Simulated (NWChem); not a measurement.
C2H7BFN; SMILES CN(C)BF

```xyz
12

B      0.7294     0.8453     0.0000
H      1.9243     0.8967     0.0000
F      0.0308     1.9964     0.0000
N      0.0586    -0.3815     0.0000
C     -1.3936    -0.4928     0.0000
C      0.7634    -1.6527     0.0000
H     -1.7454    -1.0371    -0.8879
H     -1.7454    -1.0371     0.8879
H     -1.8391     0.5032     0.0000
H      0.5051    -2.2482     0.8876
H      0.5051    -2.2482    -0.8876
H      1.8420    -1.4799     0.0000
```
Atoms are numbered in this order, from 1.

All runs: NWChem. Geometry: optimised at B3LYP/6-31G* (spherical d). B3LYP is NWChem's, with the RPA form of VWN correlation.

For level PBE/def2-TZVP:

* **highest occupied level (eV)**: -6.02
* **orbital gap (eV)**: 5.87

**Question.** How do the values read with level B3LYP/def2-TZVP instead?

**Answer.** 
| Quantity | Value |
|---|---|
| highest occupied level (eV) | -7.11 |
| orbital gap (eV) | 7.62 |
